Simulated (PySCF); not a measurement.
# Eu(III) with more and more OH

Computed with PySCF 2.14.0, PBE0, def2-SVP on the ligands, density fitting, scalar-relativistic core potentials, no spin-orbit coupling, vacuum. The metal has lcecp-1-SVP with ECP52. Each complex is relaxed within the symmetry of its template. Distances are means of the shortest metal–ligand contacts, charges and spins Mulliken's; removal energies are rigid, with the ligand's formal charge and no counterpoise, so too large; for an anion taken off a cation in vacuum most of it is the attraction of opposite charges, and multiply charged cations can part far more cheaply with an electron moved from ligand to metal. lcecp potentials hold a fixed number of 4f electrons in the core, out of states, spins and gaps.

Task: Order these by the metal–ligand distance, lowest first.
A. [Eu(OH)2]+
B. [Eu(OH)4]−
C. Eu(OH)3

Result: A (1.985), C (2.083), B (2.149).

Task: What else do they give?

Result: 
| complex | point group | M–OH (Å) | charge on M (e) | dipole (D) | removal of one OH (eV) | strongest infrared band, degenerate modes summed (cm⁻¹) | unstable modes (below −25 cm⁻¹) |
| --- | --- | --- | --- | --- | --- | --- | --- |
| [Eu(OH)2]+ | C2v | 1.985 | 1.40 | – | 17.48 | 570 | 0 |
| Eu(OH)3 | C3v | 2.083 | 1.09 | 0.35 | 11.05 | 379 | 0 |
| [Eu(OH)4]− | S4, nearly Td | 2.149 | 0.81 | – | 5.56 | 223 | 0 |

The more ligands, the longer each bond and the weaker the last ligand is held.

One start shape was tried for each, so a minimum needn't be the lowest isomer.
